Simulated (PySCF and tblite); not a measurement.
Values are calculated unless marked as measured or tabulated.
C₁₂H₁₂, numbered as in [CH3:1][CH2:2][c:3]1[cH:4][cH:5][cH:6][c:7]2[cH:8][cH:9][cH:10][cH:11][c:12]12.

The ensemble was built from 60 distance-geometry starts (ETKDG and KDG, MMFF94s, GFN2-xTB) and rests on GFN2-xTB geometries. Weights use PBE0-D3(BJ)/6-31G* energies plus GFN2-xTB zero-point and thermal terms (modes under about 100 cm⁻¹ blended into free rotors). Symmetry numbers and mirror images are counted. Conformers within 2.5 kcal/mol (GFN2-xTB free energy) were kept, 6 at most. Codes: tblite and PySCF.

An NOE distance is ⟨r⁻⁶⟩^(−1/6) over all pairs of like atoms and, for the average, over conformers.

Torsions listed: C1–C2–C3–C4. Of a mirror pair one member is shown.

```tsv
conformer	shape	weight %
1	97°	85.5
2	0°	14.5
```

(1) Which H–H contacts under 3.5 Å would NOEs report (pairs on one atom left out) at 298.15 K?

Answers

(1) 
| pair | in 1 (Å) | in 2 (Å) | average (Å) |
| --- | --- | --- | --- |
| H2 ··· H11 | 2.37 | 2.31 | 2.36 |
| H6 ··· H8 | 2.42 | 2.42 | 2.42 |
| H10 ··· H11 | 2.43 | 2.43 | 2.43 |
| H4 ··· H5 | 2.45 | 2.43 | 2.45 |
| H5 ··· H6 | 2.47 | 2.47 | 2.47 |
| H8 ··· H9 | 2.47 | 2.47 | 2.47 |
| H9 ··· H10 | 2.47 | 2.47 | 2.47 |
| H1 ··· H2 | 2.61 | 2.58 | 2.60 |
| H2 ··· H4 | 2.57 | 3.50 | 2.63 |
| H1 ··· H11 | 2.88 | 4.53 | 2.95 |
| H1 ··· H4 | 3.59 | 2.45 | 3.13 |

Longer pairs under the limit may be missing.
